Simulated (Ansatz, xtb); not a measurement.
ClGa2H2NSi: which of two structures lies lower

Structure a is a singlet given by its coordinates and structure b is a singlet given by its coordinates. Both are isolated molecules in the gas phase, relaxed with B3LYP-D3(BJ)/def2-SVP.

a (Å):

```xyz
7

Cl    1.1836   -1.0899    3.7092
Ga    0.9044   -3.3698    2.1355
Ga   -1.2891   -0.5186   -0.0435
N     0.2440    0.1965    0.8450
Si    1.4466   -0.8905    1.4704
H     2.7798   -0.2021    1.4602
H     0.3776    1.1994    0.9947
```

Close contacts (Å): Cl1–Ga2 2.78, Cl1–Si5 2.26, Ga2–Si5 2.62, Ga3–N4 1.91, N4–Si5 1.74, N4–H7 1.02, Si5–H6 1.50.

b (Å):

```xyz
7

Cl   -0.0066   -1.4953   -0.5642
Ga   -2.0028   -0.4545    1.7098
Ga    0.3239    0.0751    4.1621
N    -0.1421   -0.4777    2.3817
Si    1.0231   -1.0295    1.2386
H     1.7243   -2.2888    1.6160
H     2.0449   -0.0181    0.8472
```

Close contacts (Å): Cl1–Si5 2.13, Ga2–N4 1.98, Ga3–N4 1.92, N4–Si5 1.72, Si5–H6 1.49, Si5–H7 1.49.

**Question.** Estimate E(b) − E(a) at the level CCSD(T)/def2-SVP + ΔMP2/def2-TZVPP.

**Answer.** Calculated at CCSD(T)/def2-SVP + ΔMP2/def2-TZVPP: E(b) − E(a) = −1.128 eV, so structure b lies lower.

The same difference at several levels:

| level | geometry | E(b) − E(a) (eV) | departure from the last row (eV) | job, with rough time for the two |
| --- | --- | --- | --- | --- |
| B3LYP-D3(BJ)/def2-SVP | B3LYP-D3(BJ)/def2-SVP | −0.924 | +0.204 | optimisation, 61 s |
| HF/def2-SVP | B3LYP-D3(BJ)/def2-SVP | −1.189 | −0.061 | part of the CCSD(T) run |
| MP2/def2-SVP | B3LYP-D3(BJ)/def2-SVP | −1.294 | −0.166 | part of the CCSD(T) run |
| CCSD(T)/def2-SVP | B3LYP-D3(BJ)/def2-SVP | −1.159 | −0.031 | single point |
| CCSD(T)/def2-SVP + ΔMP2/def2-TZVPP | B3LYP-D3(BJ)/def2-SVP | −1.128 |  | single point, 41 s |

None of the levels shown reverses the order. The largest departure from CCSD(T)/def2-SVP + ΔMP2/def2-TZVPP is that of B3LYP-D3(BJ)/def2-SVP, 0.204 eV. Levels run at GFN2-xTB geometries aren't shown. The last row adds to CCSD(T) the change of the MP2 difference between the two basis sets, here +0.031 eV.

With harmonic frequencies from B3LYP-D3(BJ)/def2-SVP (ideal gas, rigid rotor, one conformer each, 400 K, 1 atm): on the last row, ΔE + ΔZPE = −1.157 eV. A mode under 50 cm⁻¹ makes harmonic enthalpies and free energies unreliable, so none is given.

The correlated steps freeze 29 core orbitals; the filled d shell of Ga is correlated, in a basis made for valence electrons. Run with Ansatz 0.2.0; the last row on 2 threads of Intel(R) Xeon(R) 6975P-C (Granite Rapids) on a shared host.
